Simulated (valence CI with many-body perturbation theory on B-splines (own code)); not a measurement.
Results of a calculation; reference values are marked as such.
# From CI to CI+MBPT in Sb¹⁷⁺

Method: configuration interaction combined with many-body perturbation theory (CI+MBPT): six valence electrons over a frozen Dirac-Fock core [Ar] 3d10, radial functions for each j: 9 s, 9 p, 8 d, 6 f, 3 g, 1 h, with the one-electron correlation potential Σ1 (screened to all orders), the two-electron term Σ2, the three-electron term Σ3, Breit, model QED; selected single and double excitations, second order for the rest, scaled by the run's own slope (own B-spline code, finite nucleus).

No measured levels were compared; by estimate levels hold to about 250 cm⁻¹ or 0.2 % of their energy and the worst to 1 %, as in measured heavy ions of charge 2 to 7; those with d or f electrons hold less well. Among the levels kept, up to 1100 cm⁻¹ of a level comes from second order outside the variational space, and about a tenth of that is noise between levels of different J, which matters for small intervals.

Each rung adds one term. CI alone is the Dirac-Coulomb CI over the frozen core; QED comes last and gives the full result, which names the levels. Energies are above (4s^2 4p1/2^2 4p3/2^2) J=2 on the same rung, in cm⁻¹.

Levels are named by their leading jj configuration (3d3/2^4 stands for four electrons in 3d with j = 3/2), which in mixed levels can hold well under half, so a name can repeat and another be missing. Letters in brackets count levels of one name in rising energy.

| Level | CI alone | + Σ1 | + Σ2 | + Σ3 | + Breit | Full |
| --- | --- | --- | --- | --- | --- | --- |
| (4s^2 4p1/2^2 4p3/2^2) J=0 | 34523 | 34605 | 34123 | 33965 | 33956 | 33957 |
| (4s^2 4p1/2 4p3/2^3) J=1 | 83162 | 83899 | 84455 | 84503 | 83326 | 83490 |
| (4s^2 4p1/2 4p3/2^3) J=2 | 104979 | 105729 | 105881 | 105815 | 104575 | 104733 |
| (4s^2 4p3/2^4) J=0 | 207183 | 208653 | 208986 | 208826 | 206514 | 206808 |
| (4s 4p1/2^2 4p3/2^3) J=2 | 446200 | 447072 | 447943 | 448289 | 447959 | 446541 |
| (4s 4p1/2^2 4p3/2^3) J=1 | 482070 | 483070 | 483363 | 483679 | 483151 | 481817 |
| (4s 4p1/2 4p3/2^4) J=0 | 532696 | 534242 | 535809 | 536187 | 534776 | 533570 |
| (4s 4p1/2 4p3/2^4) J=1 | 580813 | 582180 | 581485 | 581747 | 580272 | 579221 |
| (4s^2 4p1/2^2 4p3/2 4d3/2) J=2 | 586865 | 587134 | 587439 | 587825 | 586726 | 586538 |
| (4s^2 4p1/2^2 4p3/2 4d3/2) J=3 | 591438 | 591792 | 592150 | 592571 | 591235 | 591070 |
| (4s^2 4p1/2^2 4p3/2 4d3/2) J=0 | 592278 | 592648 | 592751 | 593166 | 592125 | 591942 |
| (4s^2 4p1/2^2 4p3/2 4d3/2) J=1 | 599853 | 600386 | 600235 | 600668 | 599340 | 599130 |
| (4s^2 4p1/2^2 4p3/2 4d5/2) J=4 | 605469 | 606010 | 606270 | 606717 | 604968 | 604851 |
| (4s^2 4p1/2^2 4p3/2 4d5/2) J=2 | 619860 | 620481 | 620446 | 620870 | 619118 | 618985 |
| (4s^2 4p1/2^2 4p3/2 4d5/2) J=3 | 649285 | 649949 | 649725 | 649983 | 648198 | 648092 |
| (4s^2 4p1/2 4p3/2^2 4d3/2) J=1 [a] | 658164 | 659028 | 659449 | 659835 | 657739 | 657687 |
| (4s^2 4p1/2 4p3/2^2 4d3/2) J=2 [a] | 660751 | 661638 | 662223 | 662662 | 660535 | 660481 |
| (4s^2 4p1/2 4p3/2^2 4d3/2) J=0 | 662589 | 663498 | 663984 | 664462 | 662347 | 662314 |
| (4s^2 4p1/2 4p3/2^2 4d3/2) J=3 [a] | 670217 | 671162 | 671632 | 672041 | 669707 | 669668 |

Question: How does the ionisation energy move along the ladder, and which term matters most?

Answer: CI alone 479.77, + Σ1 480.91, + Σ2 481.02, + Σ3 480.75, + Breit 480.53, + QED 480.53 eV. The largest step is Σ1, 1.14 eV. NIST lists 479 ± 3 eV (theoretical).
